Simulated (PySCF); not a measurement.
**Ionisation energy of La(19+) by level of theory**

La(19+) [Kr] 4d2 (3F) → La(20+) [Kr] 4d1 (2D), as a difference of total energies. Calculation: PySCF 2.14, in an even-tempered Gaussian basis (20 s from 1.1 bohr⁻², ratio 2.5; 14 p from 1.4 bohr⁻², ratio 2.5; 9 d from 1.4 bohr⁻², ratio 2.5; 4 f from 5.6 bohr⁻², ratio 2.7; 4 g from 8.4 bohr⁻², ratio 2.7); the spin-free X2C one-electron Hamiltonian (Gaussian nucleus). The calculations carry no spin-orbit coupling.

```tsv
method	ionisation energy (eV)
UHF	531.63
r2SCAN0	532.93
r2SCANh	532.90
```

Breit and QED terms and the two-electron picture change are absent.

The reference lies between the lowest fine-structure levels, while these numbers refer to the centres of the terms.

For comparison: 533 ± 4 eV (theoretical estimate listed by NIST; NIST Atomic Spectra Database, ionization energies).
